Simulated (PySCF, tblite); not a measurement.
Compound: C3H10O3Si.
SMILES with atom numbers: `[CH3:1][CH:2]([CH3:3])[O:4][SiH:5]([OH:6])[OH:7]` (hydrogens: H8, H9, H10 on C1; H11 on C2; H12, H13, H14 on C3; H15 on Si5; H16 on O6; H17 on O7)

Computed with GFN2-xTB (tblite), gas phase: Langevin dynamics at 300 K from the optimised GFN2-xTB geometry, time step 0.5 fs, friction 0.01 fs⁻¹, 2000 steps. Over the second half of the run the saved frames average 320 K.

Frame at 250 fs, instantaneous temperature 375 K:
```
atom  x, y, z in Å
C1     -1.586    1.921    0.049
C2     -0.973    0.592   -0.443
C3     -1.857   -0.656   -0.351
O4      0.126    0.375    0.406
Si5     1.424   -0.500    0.225
O6      2.333   -0.479    1.580
O7      1.170   -2.113    0.050
H8     -1.857    1.779    1.042
H9     -0.920    2.769   -0.114
H10    -2.504    2.134   -0.551
H11    -0.566    0.715   -1.469
H12    -1.187   -1.548   -0.365
H13    -2.527   -0.557   -1.189
H14    -2.482   -0.688    0.559
H15     2.203   -0.102   -0.902
H16     2.583    0.363    1.933
H17     1.946   -2.598    0.380
```

Frame at 425 fs, instantaneous temperature 379 K:
```
atom  x, y, z in Å
C1     -1.463    2.257   -0.024
C2     -0.986    0.838   -0.377
C3     -2.015   -0.229   -0.061
O4      0.118    0.584    0.396
Si5     1.285   -0.513    0.452
O6      1.843   -0.290    2.026
O7      0.949   -2.092    0.496
H8     -1.847    2.393    0.919
H9     -0.663    2.993   -0.126
H10    -2.207    2.587   -0.751
H11    -0.786    0.711   -1.442
H12    -1.705   -1.202   -0.617
H13    -2.939    0.189   -0.450
H14    -2.198   -0.386    0.991
H15     2.103   -0.312   -0.708
H16     1.494    0.520    2.405
H17     0.921   -2.487    1.374
```

Frame at 625 fs, instantaneous temperature 278 K:
```
atom  x, y, z in Å
C1     -1.818    2.120    0.275
C2     -1.347    0.697   -0.064
C3     -2.417   -0.306    0.369
O4     -0.104    0.596    0.611
Si5     1.318   -0.106    0.397
O6      2.003   -0.276    1.885
O7      1.050   -1.631   -0.247
H8     -2.024    2.203    1.307
H9     -0.911    2.754    0.009
H10    -2.601    2.393   -0.394
H11    -1.237    0.620   -1.145
H12    -2.158   -1.364    0.588
H13    -3.211   -0.235   -0.475
H14    -2.848    0.029    1.382
H15     2.206    0.624   -0.379
H16     2.162    0.590    2.339
H17     1.890   -2.144   -0.332
```

Frame at 800 fs, instantaneous temperature 262 K:
```
atom  x, y, z in Å
C1     -2.069    2.058    0.458
C2     -1.508    0.674    0.141
C3     -2.444   -0.496    0.260
O4     -0.438    0.453    1.029
Si5     1.075    0.004    0.720
O6      1.734   -0.262    2.159
O7      1.342   -1.380   -0.057
H8     -2.541    2.146    1.420
H9     -1.224    2.730    0.581
H10    -2.707    2.490   -0.343
H11    -1.209    0.674   -0.857
H12    -2.231   -1.453   -0.365
H13    -3.460   -0.192   -0.084
H14    -2.525   -0.807    1.292
H15     1.831    0.935   -0.025
H16     1.213    0.030    2.867
H17     1.480   -2.224    0.328
```

Frame at 1000 fs, instantaneous temperature 366 K:
```
atom  x, y, z in Å
C1     -2.270    2.532    0.957
C2     -1.665    1.373    0.150
C3     -2.559    0.154   -0.181
O4     -0.590    0.927    0.993
Si5     0.808    0.043    0.771
O6      1.437   -0.422    2.249
O7      0.496   -1.392    0.118
H8     -2.342    2.148    2.018
H9     -1.606    3.348    1.015
H10    -3.252    2.751    0.540
H11    -1.296    1.667   -0.844
H12    -2.134   -0.350   -1.057
H13    -3.648    0.425   -0.335
H14    -2.528   -0.510    0.721
H15     1.873    0.850    0.112
H16     1.371    0.287    2.935
H17     1.060   -2.142    0.250
```

Q: What do single points at PBE0/pcSseg-1 (PySCF, gas phase) give on these frames?

A: 
```
t (fs)  GFN2-xTB E above start (eV)  DFT E above lowest frame (eV)  HOMO (eV)  LUMO (eV)  dipole (D)
   250                         0.36                           0.00      -8.37       1.33        1.66
   425                         0.63                           0.15      -8.17       1.11        2.09
   625                         0.76                           0.26      -8.29       1.16        1.57
   800                         0.60                           0.15      -8.50       1.19        2.12
  1000                         0.59                           0.09      -8.12       1.15        0.91
```

Both levels order the frames alike by energy; measured from each level's lowest frame they differ by 0.14 eV at most. The HOMO–LUMO gap runs from 9.27 to 9.70 eV. These are instantaneous structures, not minima.

Q: And the isotropic GIAO shieldings (ppm) from the same runs?

A: 
```json
{"atom": "C1", "250 fs": "160.2", "425 fs": "164.4", "625 fs": "152.1", "800 fs": "160.7", "1000 fs": "156.4", "mean": "158.8", "range": "12.3"}
{"atom": "C2", "250 fs": "115.9", "425 fs": "121.9", "625 fs": "115.9", "800 fs": "127.5", "1000 fs": "113.3", "mean": "118.9", "range": "14.2"}
{"atom": "C3", "250 fs": "156.7", "425 fs": "153.3", "625 fs": "149.4", "800 fs": "157.7", "1000 fs": "151.2", "mean": "153.7", "range": "8.3"}
{"atom": "O4", "250 fs": "229.8", "425 fs": "226.0", "625 fs": "241.5", "800 fs": "233.6", "1000 fs": "212.7", "mean": "228.7", "range": "28.8"}
{"atom": "Si5", "250 fs": "404.0", "425 fs": "403.5", "625 fs": "401.4", "800 fs": "410.5", "1000 fs": "406.5", "mean": "405.2", "range": "9.1"}
{"atom": "O6", "250 fs": "282.1", "425 fs": "269.6", "625 fs": "256.4", "800 fs": "292.5", "1000 fs": "261.2", "mean": "272.4", "range": "36.1"}
{"atom": "O7", "250 fs": "270.0", "425 fs": "263.3", "625 fs": "270.3", "800 fs": "281.3", "1000 fs": "283.7", "mean": "273.7", "range": "20.4"}
{"atom": "H8", "250 fs": "31.5", "425 fs": "31.9", "625 fs": "30.9", "800 fs": "30.5", "1000 fs": "29.3", "mean": "30.8", "range": "2.6"}
{"atom": "H9", "250 fs": "30.0", "425 fs": "30.5", "625 fs": "29.1", "800 fs": "30.6", "1000 fs": "30.6", "mean": "30.2", "range": "1.5"}
{"atom": "H10", "250 fs": "30.2", "425 fs": "30.9", "625 fs": "30.8", "800 fs": "30.1", "1000 fs": "30.6", "mean": "30.5", "range": "0.8"}
{"atom": "H11", "250 fs": "27.1", "425 fs": "27.5", "625 fs": "27.5", "800 fs": "28.4", "1000 fs": "26.9", "mean": "27.5", "range": "1.5"}
{"atom": "H12", "250 fs": "28.6", "425 fs": "28.1", "625 fs": "28.7", "800 fs": "28.3", "1000 fs": "29.1", "mean": "28.6", "range": "1.0"}
{"atom": "H13", "250 fs": "30.7", "425 fs": "30.4", "625 fs": "28.7", "800 fs": "30.0", "1000 fs": "29.2", "mean": "29.8", "range": "2.0"}
{"atom": "H14", "250 fs": "29.8", "425 fs": "30.3", "625 fs": "28.8", "800 fs": "30.4", "1000 fs": "29.1", "mean": "29.7", "range": "1.6"}
{"atom": "H15", "250 fs": "27.4", "425 fs": "27.3", "625 fs": "27.7", "800 fs": "27.9", "1000 fs": "26.4", "mean": "27.3", "range": "1.5"}
{"atom": "H16", "250 fs": "30.3", "425 fs": "30.0", "625 fs": "29.1", "800 fs": "31.3", "1000 fs": "29.3", "mean": "30.0", "range": "2.2"}
```

The cost below is that of the whole dynamics run. On Intel Xeon Platinum 8488C, one thread, on a shared host, this took 12 s of wall time and 0.18 GiB of memory at its peak.
